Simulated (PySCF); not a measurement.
Compound: carbonyl selenide, COSe.
Z-matrix (Å and degrees, PBE0-D3(BJ)/def2-SVP geometry), rows numbered from 1:
```
O 
C   1  1.1539
Se  2  1.7072  1  179.97
```

Method: PBE0-D3(BJ)/def2-SVP geometry optimisation, gas phase (PySCF).

Take the most abundant isotopes and a rigid rotor. 

(1) What are the moment of inertia and the rotational constant?

(2) List the first levels of a rigid rotor in a Σ state.

(3) Where do the first rotational lines fall?

(4) Estimate the classical rotational partition function at 10 K, 50 K and 500 K.

Answers

(1) I = 125.231 u·Å², B = 505379 MHz·u·Å²/I = 4036 MHz (0.1346 cm⁻¹, or 0.194 K as hB/k).

(2) E(J) = BJ(J+1): J = 1: 0.269, J = 2: 0.808, J = 3: 1.615, J = 4: 2.692, J = 5: 4.038, J = 6: 5.654 cm⁻¹.

(3) The dipole is 0.69 D; J+1 ← J lies at 2B(J+1): 1 ← 0 at 8.07 GHz, 2 ← 1 at 16.14 GHz, 3 ← 2 at 24.21 GHz, 4 ← 3 at 32.28 GHz, 5 ← 4 at 40.36 GHz, 6 ← 5 at 48.43 GHz.

(4) Point group C∞v, symmetry number σ = 1; q = kT/(σhB), k/h = 20836.6 MHz/K: 51.6 at 10 K, 258 at 50 K, 2580 at 500 K.

Stationary, but not proved a minimum. Zero-point vibration and centrifugal distortion are left out.
